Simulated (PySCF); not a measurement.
**Question.** What does the PBE0-D3(BJ)/def2-SVP structure of InChI=1S/C7H13F/c1-4-6(2)5-7(3)8/h6H,3-5H2,1-2H3/t6-/m1/s1 look like in three dimensions?

**Answer.** 
Z-matrix in Å and degrees, rows numbered from 1:
```
C 
C   1  1.3307
F   2  1.3428  1  119.58
C   2  1.4880  1  128.37  3   179.84
C   4  1.5364  2  113.94  1  -118.50
C   5  1.5237  4  109.99  2  -168.85
C   5  1.5298  4  111.06  2    65.84
C   7  1.5204  5  114.76  4  -171.59
H   1  1.0915  2  120.72  3     0.53
H   1  1.0897  2  119.94  3  -179.60
H   4  1.1017  2  109.02  1     4.98
H   4  1.1045  2  107.75  1   120.67
H   5  1.1054  4  106.93  2   -51.60
H   6  1.1011  5  111.27  4    57.13
H   6  1.1031  5  110.87  4   -62.65
H   6  1.0996  5  111.83  4   177.24
H   7  1.1061  5  108.60  4    65.11
H   7  1.1031  5  108.61  4   -49.28
H   8  1.1008  7  112.27  5   -62.56
H   8  1.1021  7  111.10  5    57.82
H   8  1.1005  7  111.12  5   177.44
```

The 6 C–C bonds span 1.331 Å (C1=C2, drawn double) to 1.536 Å (C4–C5, drawn single), a spread of 0.205 Å. Of the pairs four or more bonds apart, C2···H18 is among the closest relative to their van der Waals radii: 2.65 Å, 92 % of the sum of Bondi's values.

Theory: PySCF, PBE0-D3(BJ)/def2-SVP geometry optimisation, gas phase.

Point group: C1 (no symmetry element, even within 0.4 Å). PBE0-D3(BJ)/def2-SVP frequencies: not computed here. One conformer, not necessarily the lowest (C1–C2–C4–C5 -118°, C2–C4–C5–C6 -169°, C4–C5–C7–C8 -172°).

Hardware: one thread of an AMD EPYC, no GPU, shared host with 64 logical CPUs at a one-minute load of 55. Cost: 4.2 min of wall time, 0.74 GiB resident at most. This is the geometry optimisation.
